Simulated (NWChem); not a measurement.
System: C$_{3}$H$_{3}$Br; SMILES C=C=CBr

Here is an NWChem input.

```
start job
memory heap 200 mb stack 900 mb global 1100 mb
geometry units angstroms
  C      0.456178     2.859571     0.000000
  C     -0.178350     1.705697     0.000000
  C     -0.815856     0.557323     0.000000
  Br     0.086071    -1.126690     0.000000
  H      0.732121     3.364552    -0.942530
  H      0.732121     3.364552     0.942530
  H     -1.912662     0.463606     0.000000
end
basis spherical
  * library 3-21g
end
dft
  xc hfexch
  iterations 150
end
driver
  maxiter 120
end
task dft optimize
task dft freq
```

Excerpt of the output:

```
             Northwest Computational Chemistry Package (NWChem) 7.3.0
             --------------------------------------------------------

 CS  symmetry detected

                             Geometry "geometry" -> ""
                             -------------------------

 Output coordinates in angstroms (scale by  1.889725989 to convert to a.u.)

  No.       Tag          Charge          X              Y              Z
 ---- ---------------- ---------- -------------- -------------- --------------
    1 C                    6.0000     0.43375026     2.89181293     0.00000000
    2 C                    6.0000    -0.18703999     1.73049021     0.00000000
    3 C                    6.0000    -0.81087330     0.57463176     0.00000000
    4 Br                  35.0000     0.11097445    -1.09855945     0.00000000
    5 H                    1.0000     0.70368119     3.40003300    -0.94253000
    6 H                    1.0000     0.70368119     3.40003300     0.94253000
    7 H                    1.0000    -1.90648992     0.46790551     0.00000000

 Effective nuclear repulsion energy (a.u.)     192.9646601276

      Symmetry information
      --------------------

 Group name             Cs
 Group number              2
 Group order               2
 No. of unique centers     6

                                Z-matrix (autoz)
                                --------

 Units are Angstrom for bonds and degrees for angles

      Type          Name      I     J     K     L     M      Value
      ----------- --------  ----- ----- ----- ----- ----- ----------
    1 Stretch                  1     2                       1.31683
    2 Stretch                  1     5                       1.10432
    3 Stretch                  1     6                       1.10432
    4 Stretch                  2     3                       1.31346
    5 Stretch                  3     4                       1.91033
    6 Stretch                  3     7                       1.10080
    7 Bend                     1     3     4               122.90585
    8 Bend                     1     3     7               123.80525
    9 Bend                     2     1     5               121.40580
   10 Bend                     2     1     6               121.40580
   11 Bend                     2     3     4               122.79098
   12 Bend                     2     3     7               123.92011
   13 Bend                     3     1     5               121.40555
   14 Bend                     3     1     6               121.40555
   15 Bend                     4     3     7               113.28890
   16 Bend                     5     1     6               117.18814
   17 Torsion                  2     1     5     6         179.82095
   18 Torsion                  2     1     6     5        -179.82095
   19 Torsion                  2     3     4     7         180.00000
   20 Torsion                  2     3     7     4         180.00000
   21 Torsion                  4     3     1     5          90.16325
   22 Torsion                  4     3     1     6         -90.16325
   23 Torsion                  1     2     4     3         180.00000
   24 Torsion                  5     1     3     7         -89.83675
   25 Torsion                  1     5     2     3         179.48540
   26 Torsion                  6     1     3     7          89.83675
   27 Torsion                  1     6     2     3        -179.48540
   28 Torsion                  1     2     7     3         180.00000

  xc_inp: hfexch multiplicative factor not found.

                           NWChem Geometry Optimization
                           ----------------------------

 maximum gradient threshold         (gmax) =   0.000450
 rms gradient threshold             (grms) =   0.000300
 maximum cartesian step threshold   (xmax) =   0.001800
 rms cartesian step threshold       (xrms) =   0.001200
 fixed trust radius                (trust) =   0.300000
 source of zmatrix                         =   autoz

          -------------------
          Energy Minimization
          -------------------

[...]

      ----------------------
      Optimization converged
      ----------------------

  Step       Energy      Delta E   Gmax     Grms     Xrms     Xmax
  ---- ---------------- -------- -------- -------- -------- --------
@    6   -2674.68798553 -1.3D-07  0.00004  0.00001  0.00051  0.00107
                                     ok       ok       ok       ok

                                Z-matrix (autoz)
                                --------

 Units are Angstrom for bonds and degrees for angles

      Type          Name      I     J     K     L     M      Value     Gradient
      ----------- --------  ----- ----- ----- ----- ----- ---------- ----------
    1 Stretch                  1     2                       1.29069   -0.00004
    2 Stretch                  1     5                       1.07387   -0.00001
    3 Stretch                  1     6                       1.07387   -0.00001
    4 Stretch                  2     3                       1.28188    0.00002
    5 Stretch                  3     4                       1.94414   -0.00003
    6 Stretch                  3     7                       1.06699   -0.00002
    7 Bend                     1     3     4               123.21539    0.00001
    8 Bend                     1     3     7               123.61433    0.00001
    9 Bend                     2     1     5               121.23036   -0.00000
   10 Bend                     2     1     6               121.23036   -0.00000
   11 Bend                     2     3     4               122.26130    0.00001
   12 Bend                     2     3     7               124.56843    0.00001
   13 Bend                     3     1     5               121.22893   -0.00000
   14 Bend                     3     1     6               121.22893   -0.00000
   15 Bend                     4     3     7               113.17027   -0.00002
   16 Bend                     5     1     6               117.53811    0.00000
   17 Torsion                  2     1     5     6        -179.61306   -0.00001
   18 Torsion                  2     1     6     5         179.61306    0.00001
   19 Torsion                  2     3     4     7         180.00000   -0.00000
   20 Torsion                  2     3     7     4         180.00000   -0.00000
   21 Torsion                  4     3     1     5          90.37394    0.00000
   22 Torsion                  4     3     1     6         -90.37394   -0.00000
   23 Torsion                  1     2     4     3         180.00000   -0.00000
   24 Torsion                  5     1     3     7         -89.62606    0.00000
   25 Torsion                  1     5     2     3         175.73278   -0.00000
   26 Torsion                  6     1     3     7          89.62606   -0.00000
   27 Torsion                  1     6     2     3        -175.73278    0.00000
   28 Torsion                  1     2     7     3         180.00000   -0.00000

[...]

 Rotational Constants
 --------------------
 A=   0.964702 cm-1  (  1.387960 K)
 B=   0.065313 cm-1  (  0.093969 K)
 C=   0.061936 cm-1  (  0.089110 K)

 Temperature                      =   298.15K
 frequency scaling parameter      =   1.0000

 Zero-Point correction to Energy  =   31.729 kcal/mol  (  0.050563 au)
 Thermal correction to Energy     =   34.471 kcal/mol  (  0.054932 au)
 Thermal correction to Enthalpy   =   35.063 kcal/mol  (  0.055876 au)

 Total Entropy                    =   70.833 cal/mol-K
   - Translational                =   40.217 cal/mol-K (mol. weight = 118.9400)
   - Rotational                   =   25.517 cal/mol-K (symmetry #  =        1)
   - Vibrational                  =    5.099 cal/mol-K

 Cv (constant volume heat capacity) =   13.700 cal/mol-K
   - Translational                  =    2.979 cal/mol-K
   - Rotational                     =    2.979 cal/mol-K
   - Vibrational                    =    7.741 cal/mol-K

[normal modes left out]

 ----------------------------------------------------------------------------
 Normal Eigenvalue ||           Projected Infra Red Intensities
  Mode   [cm**-1]  || [atomic units] [(debye/angs)**2] [(KM/mol)] [arbitrary]
 ------ ---------- || -------------- ----------------- ---------- -----------
    1       -0.000 ||    0.000288           0.007         0.280       0.193
    2       -0.000 ||    0.000007           0.000         0.006       0.004
    3        0.000 ||    0.000166           0.004         0.162       0.112
    4        0.000 ||    0.000662           0.015         0.646       0.445
    5        0.000 ||    0.000411           0.009         0.401       0.276
    6        0.000 ||    0.000023           0.001         0.023       0.016
    7      180.311 ||    0.001023           0.024         0.997       0.687
    8      374.124 ||    0.012387           0.286        12.075       8.316
    9      464.222 ||    0.004499           0.104         4.386       3.021
   10      623.611 ||    0.003858           0.089         3.761       2.590
   11      729.161 ||    0.055139           1.272        53.752      37.020
   12      995.478 ||    0.053425           1.233        52.081      35.869
   13     1077.347 ||    0.073052           1.685        71.215      49.047
   14     1169.400 ||    0.001345           0.031         1.311       0.903
   15     1229.702 ||    0.001881           0.043         1.833       1.263
   16     1363.863 ||    0.077358           1.785        75.413      51.938
   17     1625.686 ||    0.006231           0.144         6.075       4.184
   18     2248.690 ||    0.010918           0.252        10.643       7.330
   19     3310.411 ||    0.000379           0.009         0.370       0.255
   20     3386.798 ||    0.000824           0.019         0.803       0.553
   21     3426.335 ||    0.008908           0.206         8.684       5.981
 ----------------------------------------------------------------------------
```

Level: Hartree-Fock/3-21G. This build's default masses of Se (78.918 u) and Br (79.917 u) are each other's, which moves their modes by up to 0.6 %.
